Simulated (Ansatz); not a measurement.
`[AlH2][Br]` + `C1N[SiH2]1` → `[AlH2][N]1C[SiH2]1` + HBr at 600 K and 1 bar (ligand exchange at the Al–Br bond).

Calculated with Ansatz (gas phase, PBE0-D4/def2-TZVP geometries, no zero-point term in ΔE). CCSD(T)/CBS adds triple-zeta CCSD(T) − MP2 to the extrapolated MP2 energy (def2 sets, frozen cores). For Br outer-core shells are correlated without core-valence functions, which leaves a few kJ/mol of doubt a bond. Scalar relativity is left out up to krypton.

```csv
species,CCSD(T)/CBS energy (Eh),H − E (kJ/mol),S (J/(mol·K))
`[AlH2][Br]`,-2816.58301,67.0,306.0
`C1N[SiH2]1`,-384.79623,195.0,330.8
`[AlH2][N]1C[SiH2]1`,-627.44019,222.8,415.2
HBr,-2573.91920,33.5,219.1
```

H − E and S are ideal-gas, rigid-rotor, harmonic terms from PBE0-D4/def2-TZVP, for one conformer and one mirror image of each species. 1 Eh = 2625.50 kJ/mol, R = 8.31446 J/(mol·K).

Question: By hand: ΔE, ΔH, ΔS and ΔG.

Answer: ΔE = (-627.44019) + (-2573.91920) − (-2816.58301) − (-384.79623) = 0.01985 Eh = 52.1 kJ/mol. Δ(H − E) = 222.8 + 33.5 − 67.0 − 195.0 = -5.7, so ΔH = 46.4 kJ/mol. ΔS = 415.2 + 219.1 − 306.0 − 330.8 = -2.5 J/(mol·K). ΔG = 46.4 − 600 × (-2.5)/1000 = 47.9 kJ/mol.

Question: By hand: the equilibrium constant, and the temperature at which ΔG would vanish if ΔH and ΔS stayed fixed.

Answer: log₁₀ K = −ΔG/(RT ln 10) = -4.2. ΔH and −TΔS have one sign here, so there is no such temperature.

The number of gas molecules stays the same, so ΔS is small and ΔH decides. A doubt of 5 kJ/mol in ΔE shifts log₁₀ K by 0.4 here. Other conformers and mirror images would add mixing entropy, several J/(mol·K) or more a flexible species. These are equilibria of isolated gas molecules and say nothing of rates. Largest T1 diagnostic: 0.013 (customary marks: 0.02 for closed shells, 0.045 for open ones).

ΔS is within the doubt of such terms, so its sign, and with it that verdict, could turn.
